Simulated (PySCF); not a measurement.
Gas-phase equilibrium of 1 mol HCl, 42 mol O₂ at 1600 K and 10.0 bar, among 14 species (ClO, O₂, HCl, O, HO₂, H₂O, H, HOCl, H₂O₂, O₃, H₂, Cl, Cl₂, OH). Only gases are allowed; each row takes one source of thermochemistry for all species, and Cantera finds the minimum.

Method: PySCF energies plus ideal-gas RRHO corrections (1 bar). The comparison is the NASA 1993 polynomial table, which mixes measured and estimated data. † marks an energy on the PBE0/def2-TZVP geometry and frequencies. Open shells (unrestricted) among the columns below: ClO (multiplicity 2, electronic degeneracy 4), O₂ (multiplicity 3), Cl (multiplicity 2, electronic degeneracy 6), OH (multiplicity 2, electronic degeneracy 4); the rest are closed-shell singlets. Spin-orbit splitting is ignored; it lowers the true energy and changes the entropy of ClO, Cl, OH. The harmonic model lacks anharmonicity and excited electronic states, which grow with temperature; levels with a mode under 35 cm⁻¹ are left out. The table's entry may be an old estimate for ClO, OH (not checked at source).

Molecules larger than those listed are left out.

With table thermochemistry: O₂ 0.98, HCl 0.014, H₂O 0.0044, Cl₂ 0.0034, Cl 0.0020, ClO 0.00014, OH 3.1e-5.

Q: How far does the composition move with the other sources (M06-2X/def2-TZVP†, PBE/def2-TZVP†, ωB97M-V/def2-TZVP†, ωB97X-V/def2-TZVP†)?

A: 
| thermochemistry | x O₂ | x HCl | x H₂O | x Cl₂ | x Cl | x ClO | x OH |
|---|---|---|---|---|---|---|---|
| table | 0.98 | 0.014 | 0.0044 | 0.0034 | 0.0020 | 0.00014 | 3.1e-5 |
| M06-2X/def2-TZVP† | 0.98 | 0.015 | 0.0039 | 0.0029 | 0.0019 | 6.7e-5 | 3.5e-5 |
| PBE/def2-TZVP† | 0.98 | 0.018 | 0.0026 | 0.0022 | 0.00065 | 0.00015 | 9.1e-6 |
| ωB97M-V/def2-TZVP† | 0.98 | 0.017 | 0.0032 | 0.0024 | 0.0015 | 9.0e-5 | 3.4e-5 |
| ωB97X-V/def2-TZVP† | 0.98 | 0.019 | 0.0023 | 0.0015 | 0.0016 | 6.1e-5 | 2.6e-5 |
The most sensitive of these is OH: it spans a factor of 10^0.6 over these rows; at this temperature one factor of ten is RT ln 10 = 31 kJ/mol.
